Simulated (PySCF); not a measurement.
In(Br)2(OMe) (CH3Br2InO), SMILES C[O][In]([Br])[Br].

Geometry: PBE0-D3(BJ)/def2-SVP. The def2 effective core potentials stand for the cores of In; spin–orbit coupling is left out. One conformer was computed; it need not be the lowest.

Vertical ionisation energy (IE) and electron affinity (EA) in eV. Rows of orbital energies are one-electron estimates. Where ΔSCF, EOM or ADC give a negative EA the extra electron is unbound and the value depends on the basis.

| level | IE | EA |
|---|---|---|
| −ε(HOMO), −ε(LUMO), CAM-B3LYP/def2-TZVP (PySCF) | 9.53 | 1.83 |
| −ε(HOMO), −ε(LUMO), PBE/def2-TZVP (PySCF) | ? | ? |

Problem. Complete the blanks. (Estimate from the structure and the level; the computed values follow.)

Solution. 
- −ε(HOMO), −ε(LUMO), PBE/def2-TZVP (PySCF), IE: 6.61
- −ε(HOMO), −ε(LUMO), PBE/def2-TZVP (PySCF), EA: 3.58
